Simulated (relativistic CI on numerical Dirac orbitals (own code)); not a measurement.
**What each ingredient does to the levels of Os⁶⁰⁺**

Base calculation: Dirac-Coulomb-Breit CI, KLI orbitals optimised for each configuration, QED by a radiative potential, unscaled Slater integrals.

Configuration list (outside the closed core [Ne]): 3s²3p⁴, 3s²3p³3d, 3s3p⁵, 3p⁶, 3s3p⁴3d, 3s3p³3d², 3p⁵3d, 3s²3p²3d4p, 3s3p³3d4s, 3p⁵4s, 3s²3p³4s, 3p⁵4p, 3s²3p²3d², 3s²3p3d³, 3s3p²3d³, 3s²3p3d²4s, 3p⁴3d², 3p³3d³, 3p³3d²4s, 3s²3p²3d4s, 3s3p²3d²4s, 3s²3p3d4s². Double excitations out of closed p, d and f shells are left out; levels of such configurations are missing from the list, as are those of other unlisted configurations, and high levels can miss mixing partners.

Variants: (1) Breit term removed. Shifts of the energy above 3s²3p⁴ ³P2, in eV, for the lowest level and the first level of each name with at least 55 % of one term (blank where a level changes its place among those of its configuration and J or its character, or is not in the variant):

```
        Level     Base    Δ(1)
   3s²3p⁴ ³P2    0.000   0.000
   3s²3p⁴ ¹S0   20.683  -0.617
3s²3p³3d ³P°0  252.143  +0.657
   3s²3p⁴ ³P1  395.210  +4.007
   3s²3p⁴ ¹D2  405.214  +4.551
3s²3p²3d² ³P0  523.065  +1.598
   3s3p⁵ ³P°2  587.104  +0.857
3s²3p³3d ³G°5  735.557  +9.792
   3s²3p⁴ ³P0  807.965  +8.074
  3s3p⁴3d ³P0  855.449  +2.337
```

At this charge energies of transitions that change n are usually good to better than 1 %, and those within a shell (Δn = 0) to a few per cent.

Ionisation energy from the two ground configurations alone: base 6375.71 eV; Breit term removed 6382.2 eV. The NIST ASD value (theoretical) is 6376 eV.

LS names give the leading component of a level, which can be under half, so a name can repeat, a term be missing and a line seem to break the LS rules.
